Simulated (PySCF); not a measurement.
# Ionisation energy of Ba⁺ by level of theory

Ba⁺ [Xe] 6s1 [6s1/2^1, M_J = 1/2] → Ba²⁺ [Xe], as a difference of total energies. Computed with PySCF 2.14 in x2c-QZVPPall-2c, with the two-component X2C-1e Hamiltonian. Correlated levels: [Kr] 4d10 frozen; the 58 highest virtual spinors dropped. "Screened" scales the spin-orbit matrix elements by Boettger's factors to mimic the two-electron term; Breit and QED terms are absent.

```tsv
method	ionisation energy (eV)
GHF (screened spin-orbit)	9.371
GMP2 (screened spin-orbit)	9.927
```

Q: How much does correlation contribute at GMP2 (screened spin-orbit)?

A: 9.927 − (9.371) = 0.556 eV, measured against GHF (screened spin-orbit).

For comparison: 10.004 eV (measured; NIST Atomic Spectra Database, ionization energies).
